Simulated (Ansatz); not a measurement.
Vertical singlet–triplet gap (eV) of eight silicon and germanium compounds: PBE beside CAM-B3LYP, computed with Ansatz (a program for electronic structure) for isolated molecules in the bases named; differences from unrounded values. The eight are the first of their class met in an unordered collection, after screening for sound electronic states; none was chosen by its value. Functionals give these values as differences of separate SCF runs (ΔSCF), EOM-CCSD as a root; each molecule has one DFT geometry for both levels.

| molecule | basis | CAM-B3LYP |
|---|---|---|
| C2H8FNSi2, SMILES C(=C)[SiH2][Si@H](N)F | def2-SVPD | 4.14 |
| C4H9FSi, SMILES CC[SiH2]/C=C\F | def2-SVPD | 4.07 |
| C4H7ClSi, SMILES CC([SiH3])=C=CCl | def2-SVPD | 4.20 |
| C3H5ClSi, SMILES [Si@@H](C#C)(Cl)C | def2-TZVPD | 5.01 |
| CH7F2NSi2, SMILES C[Si](F)(F)[SiH2]N | def2-SVPD | 5.75 |
| CH7ClGeSi, SMILES Cl[SiH2][CH2][GeH3] | def2-SVPD | 7.32 |
| dihydroxy(hydroxysilyl)silane (H₆O₃Si₂), SMILES O[SiH2][SiH](O)O | def2-SVPD | 5.77 |
| C2H4ClNSi, SMILES Cl[Si@H]1C=NC1 | def2-SVPD | 3.32 |

Task: Estimate the PBE values and say how PBE differs from CAM-B3LYP over the set. (The exact figures need the calculation; the answer reports its results.)

Result: 
```
molecule                                                           PBE  difference
----------------------------------------------------------------  ----  ----------
C2H8FNSi2, SMILES C(=C)[SiH2][Si@H](N)F                           4.15        0.00
C4H9FSi, SMILES CC[SiH2]/C=C\F                                    4.12        0.05
C4H7ClSi, SMILES CC([SiH3])=C=CCl                                 3.88       -0.32
C3H5ClSi, SMILES [Si@@H](C#C)(Cl)C                                4.95       -0.06
CH7F2NSi2, SMILES C[Si](F)(F)[SiH2]N                              4.90       -0.85
CH7ClGeSi, SMILES Cl[SiH2][CH2][GeH3]                             6.37       -0.95
dihydroxy(hydroxysilyl)silane (H₆O₃Si₂), SMILES O[SiH2][SiH](O)O  5.07       -0.70
C2H4ClNSi, SMILES Cl[Si@H]1C=NC1                                  3.17       -0.15
```
PBE lies below CAM-B3LYP in 6 and above it in 1 of the eight; the mean signed difference is -0.37 and the largest -0.95 eV.
